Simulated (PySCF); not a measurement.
# Field gradients at the hydrogen positions

C₆H₁₅OP.
Structure used (GFN2-xTB), in Å, numbered top down from 1:
```xyz
23
C6H15OP angstrom
C      3.5188    0.7364    0.0942
C      2.1219    0.4457   -0.4381
C      1.5702   -0.8675    0.1051
C      0.1830   -1.1657   -0.4477
P     -0.9957    0.1402    0.0745
O     -0.8749    0.5464    1.4761
C     -2.6647   -0.4686   -0.3865
C     -3.6744    0.6244   -0.0687
H      3.5064    0.7760    1.1806
H      3.8820    1.6903   -0.2804
H      4.2147   -0.0409   -0.2145
H      2.1443    0.4122   -1.5308
H      1.4454    1.2512   -0.1355
H      2.2500   -1.6889   -0.1376
H      1.4975   -0.7943    1.1930
H     -0.1931   -2.1073   -0.0329
H      0.1908   -1.2461   -1.5355
H     -0.8115    1.1838   -0.8356
H     -2.6947   -0.7447   -1.4408
H     -2.8630   -1.3597    0.2160
H     -4.6921    0.2897   -0.2598
H     -3.5873    0.9060    0.9791
H     -3.4784    1.5086   -0.6739
```

Level: PBE0/pcSseg-1 (PySCF, non-relativistic); Q(2H) = 0.00286 b; rigid geometry, the same for H and D, with no vibrational averaging.

Question: Rank these positions by the coupling χzz of a deuteron there, largest first.
A. H9 (methyl hydrogen)
B. H14 (methylene hydrogen)
C. H15 (methylene hydrogen)
D. H18 (P–H hydrogen)

Answer: A (211 kHz), B (203 kHz), C (199 kHz), D (125 kHz).

Question: Give the electric field gradient Vzz (the principal value of largest size), its asymmetry and the 2H coupling at each hydrogen.

Answer: 
```
atom  bonded to  bond length (Å)  Vzz (au)     η  χzz (kHz)
  H9         C1            1.087    0.3147  0.02        211
 H10         C1            1.087    0.3170  0.02        213
 H11         C1            1.088    0.3147  0.02        212
 H12         C2            1.093    0.3024  0.02        203
 H13         C2            1.095    0.2953  0.06        198
 H14         C3            1.093    0.3025  0.03        203
 H15         C3            1.093    0.2957  0.04        199
 H16         C4            1.095    0.3002  0.02        202
 H17         C4            1.091    0.3094  0.02        208
 H18         P5            1.397    0.1854  0.01        125
 H19         C7            1.090    0.3103  0.01        208
 H20         C7            1.094    0.3024  0.02        203
 H21         C8            1.088    0.3149  0.02        212
 H22         C8            1.088    0.3058  0.02        206
 H23         C8            1.089    0.3103  0.04        209
```

Question: Average by the element that carries the hydrogen.

Answer: on C: 206 kHz over 14 positions, mean bond length 1.091 Å; on P: 125 kHz over 1 position, mean bond length 1.397 Å.

Question: How does χzz go with the bond length over the 14 C–H bonds?

Answer: A straight-line fit has a slope of -14.9 kHz for each 0.01 Å, with a correlation coefficient of -0.89, over lengths from 1.087 to 1.095 Å. The longer bonds have the smaller couplings here.

Question: A static deuteron (I = 1) shows a doublet split by (3/2)χ, (3/4)χ(1 + η) and (3/4)χ(1 − η) with the field along z, y and x of the gradient. What are these for H16?

Answer: With |χ| = 201.7 kHz and η = 0.020: 303, 154 and 148 kHz, to first order and without motion.

Geometry: GFN2-xTB, one conformer, isolated molecule. GFN2-xTB bond lengths can be off by several hundredths of an ångström, more for odd bonds, and the gradients follow them. A larger basis could move these couplings by a tenth or more.

These values come from a run that also computed NMR shieldings. Rough CPU time on one thread of a shared machine: about 1.9 min.
